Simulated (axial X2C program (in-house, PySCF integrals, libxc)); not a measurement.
**Spin–orbit effects down a group: molecules with Cl (ions), CCSD**

All values come from calculations with an in-house all-electron X2C program for linear molecules (integrals from PySCF), spin-free (one-electron X2C) or two-component (2c: spin–orbit coupling with atomic mean-field Coulomb and Gaunt terms, which also bring small scalar terms), in Dyall basis sets with cores contracted in-house; open shells are unrestricted.

Basis sets: C dyall-v3z, Cl dyall-av3z, Ge dyall-cv3z, Si dyall-v3z, Sn dyall-cv3z. Frozen shells (counts by l): CCl⁺ Cl 2s1p, C 1s, 10 electrons correlated; SiCl⁺ Cl 2s1p, Si 2s1p, 10 electrons correlated; GeCl⁺ Ge 3s2p1d, Cl 2s1p, 10 electrons correlated; SnCl⁺ Sn 4s3p2d, Cl 2s1p, 10 electrons correlated. Coupled cluster in natural virtuals with an MP2 remainder. Where the outer core of a metal is frozen, bonds come out longer and ionisation energies lower.

| molecule | spin-free state | Re (Å) | ωe (cm⁻¹) | De (eV) | 2c state | Re 2c (Å) | ωe 2c (cm⁻¹) | De 2c (eV) |
| --- | --- | --- | --- | --- | --- | --- | --- | --- |
| CCl⁺ | M_S = 0, Λ = 0 | 1.539 | 1213.0 | 6.12 | Ω = 0 | 1.539 | 1212.2 | 6.09 |
| SiCl⁺ | M_S = 0, Λ = 0 | 1.964 | 674.5 | 4.83 | Ω = 0 | 1.964 | 674.4 | 4.77 |
| GeCl⁺ | M_S = 0, Λ = 0 | 2.065 | 506.5 | 4.30 | Ω = 0 | 2.066 | 506.2 | 4.14 |
| SnCl⁺ | M_S = 0, Λ = 0 | 2.275 | 428.7 | 3.90 | Ω = 0 | 2.275 | 428.3 | 3.56 |

Fragments in 2c: Cl + C+, Cl + Si+, Ge+ + Cl, Sn+ + Cl. Each entry is the lowest single determinant of a limited PBE0 search at one distance. De goes to single-determinant-based atoms at the same level (for ions the charge split of lowest energy) and is withheld (n/a) where an atom does not fit its ground term or J level. Main or longest-lived isotopes. One determinant is a doubtful description, or other states lie close, for CCl⁺; these need not be ground states, and all values refer to the states named.
